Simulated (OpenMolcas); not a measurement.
**Fe II: from CASSCF to CASPT2**

```json
{"Program": "OpenMolcas 26.06", "Basis": "ANO-RCC-VTZP [6s5p3d2f1g]", "Scalar Hamiltonian": "DKH2, point nucleus", "Active space": "7 electrons in 6 orbitals (3d 4s)", "State averaging": "2S+1 = 6 even, 6 roots; 2S+1 = 4 even, 40 roots kept (CI in the orbitals of an earlier block); 2S+1 = 2 even, 58 roots kept (CI in the orbitals of an earlier block)", "Spin-orbit coupling": "RASSI with atomic mean-field integrals over the reference wave functions, term energies averaged over their components"}
```

Methods on the same reference wave functions:
A. CASSCF
B. SS-CASPT2, IPEA 0.25 Eh, imaginary shift 0.1 Eh (closed shells correlated: 3s 3p)
C. MS-CASPT2, IPEA 0.25 Eh, imaginary shift 0.1 Eh (closed shells correlated: 3s 3p)
D. XMS-CASPT2, IPEA 0.25 Eh, imaginary shift 0.1 Eh (closed shells correlated: 3s 3p)

Energies in cm⁻¹ above 3d⁶ 4s ⁶D_9/2, the measured ground level; measured values from NIST Handbook of Basic Atomic Spectroscopic Data.

```json
{"Level": "3d⁶ 4s ⁶D_9/2", "A": "0.0", "B": "0.0", "C": "0.0", "D": "0.0", "Measured": "0.0"}
{"Level": "3d⁶ 4s ⁶D_7/2", "A": "388", "B": "389", "C": "389", "D": "389", "Measured": "385"}
{"Level": "3d⁶ 4s ⁶D_5/2", "A": "681", "B": "681", "C": "681", "D": "681", "Measured": "668"}
{"Level": "3d⁶ 4s ⁶D_3/2", "A": "886", "B": "884", "C": "884", "D": "884", "Measured": "863"}
{"Level": "3d⁶ 4s ⁶D_1/2", "A": "1007", "B": "1004", "C": "1004", "D": "1005", "Measured": "977"}
{"Level": "3d⁶ 4s ⁴D_7/2(1)", "A": "10158", "B": "7660", "C": "7660", "D": "8600", "Measured": ""}
{"Level": "3d⁶ 4s ⁴D_5/2(1)", "A": "10611", "B": "8120", "C": "8120", "D": "9050", "Measured": ""}
{"Level": "3d⁶ 4s ⁴D_3/2(1)", "A": "10920", "B": "8420", "C": "8420", "D": "9360", "Measured": ""}
{"Level": "3d⁶ 4s ⁴D_1/2(1)", "A": "11100", "B": "8600", "C": "8600", "D": "9540", "Measured": ""}
{"Level": "3d⁶ 4s ⁴H_13/2", "A": "24442", "B": "22170", "C": "22170", "D": "23150", "Measured": "21252"}
{"Level": "3d⁶ 4s ⁴H_11/2", "A": "24605", "B": "22320", "C": "22320", "D": "23300", "Measured": "21430"}
{"Level": "3d⁶ 4s ⁴H_9/2", "A": "24746", "B": "22450", "C": "22450", "D": "23430", "Measured": "21582"}
{"Level": "3d⁶ 4s ⁴H_7/2", "A": "24862", "B": "22570", "C": "22570", "D": "23550", "Measured": "21712"}
{"Level": "3d⁶ 4s ⁴P_5/2", "A": "26576", "B": "21240", "C": "21240", "D": "22590", "Measured": ""}
{"Level": "3d⁶ 4s ⁴P_3/2", "A": "27593", "B": "22240", "C": "22240", "D": "23590", "Measured": ""}
{"Level": "3d⁶ 4s ⁴F_9/2", "A": "27739", "B": "23390", "C": "23390", "D": "24660", "Measured": ""}
{"Level": "3d⁶ 4s ⁴F_7/2", "A": "27901", "B": "23550", "C": "23550", "D": "24820", "Measured": ""}
{"Level": "3d⁶ 4s ⁴F_5/2", "A": "28047", "B": "23690", "C": "23690", "D": "24960", "Measured": ""}
{"Level": "3d⁶ 4s ⁴F_3/2", "A": "28165", "B": "23800", "C": "23800", "D": "25080", "Measured": ""}
{"Level": "3d⁶ 4s ⁴P_1/2", "A": "28211", "B": "22870", "C": "22870", "D": "24220", "Measured": ""}
{"Level": "3d⁶ 4s ⁴G_11/2 [68 %]", "A": "30173", "B": "26380", "C": "26380", "D": "27400", "Measured": "25429"}
{"Level": "3d⁶ 4s ⁴G_9/2 [75 %]", "A": "30602", "B": "26790", "C": "26790", "D": "27810", "Measured": "25805"}
{"Level": "3d⁶ 4s ²H_11/2 [68 %]", "A": "30766", "B": "27030", "C": "27030", "D": "28080", "Measured": "26170"}
{"Level": "3d⁶ 4s ⁴G_7/2", "A": "30838", "B": "26980", "C": "26980", "D": "28000", "Measured": "25982"}
```

Deviations, from unrounded energies. A percentage is the sum of absolute deviations over the sum of measured energies, with the sign that they share, or ± where signs differ.

```csv
Against measurement,Levels,A,B,C,D
mean absolute deviation (cm-1),12,2600,620,620,1300
fine structure of the ground term (%),4,+2.4,+2.3,+2.3,+2.3
other terms of the ground configuration (%),8,+16.7,+3.9,+3.9,+8.1
```

B, C lie about equally close to measurement and A furthest from it. The largest miss of C in the table is 3d⁶ 4s ⁴G_7/2, by +990 cm-1. The ranking rests on the paired levels alone, and a cruder setting can come out closer through cancelling errors.

Among B to D the level of the table that moves most is 3d⁶ 4s ⁴P_5/2, by 1300 cm-1 (lowest in B, highest in D). Moves below CASPT2's spread within the term are not significant.

The two smallest mean deviations differ by little beside CASPT2's spread within terms, so their order carries little weight.

From A to B the spin-free energies of the other terms of 3d⁶ 4s shown, above ⁶D, scale by factors of 0.75 to 0.91.

The lowest spin-free term lies below A's lowest term by 0.475 hartree in B, 0.475 hartree in C, 0.482 hartree in D.

CASPT2 does not keep the components of a term degenerate, so their means are used; among the terms shown or strongly mixed into the levels shown the widest spread is 530 cm-1 (3d⁶ 4s ²H, D). Over all roots computed the reference weight is 0.88 to 0.94 in B, 0.88 to 0.94 in C, 0.82 to 0.93 in D; the roots of lowest weight are the least certain, and an intruder state may touch them. Terms from blocks run as CI alone lack orbitals of their own. No level of 3d⁷ was computed, though it lies in the active space. The CASPT2 spread within a term exceeds the gap to the next term for 3d⁶ 4s ⁴G and 3d⁶ 4s ²H, so the order of their levels is uncertain, and so are names and mixing where such terms share a J (figures for C; the like holds for D). Without dynamic correlation excited terms often stand tens of per cent too high (terms of higher spin than the ground term too low), and those without a measured partner can miss by more than the paired ones (holds for A). Measured partners are found by configuration, term and J. A level has none where our copy of the source lacks it or the pairing is in doubt (some pairs that miss far off the trend of their configuration count as doubtful), and it then counts in no deviation. Levels of configurations outside the active space are missing. Levels that lie high or do not pair safely by name in every column are left out.

A share in square brackets marks a mixed level and gives the weight of the term that names it, the lowest over the columns. A number in round brackets counts repeated terms of one configuration in the order of the reference energies.
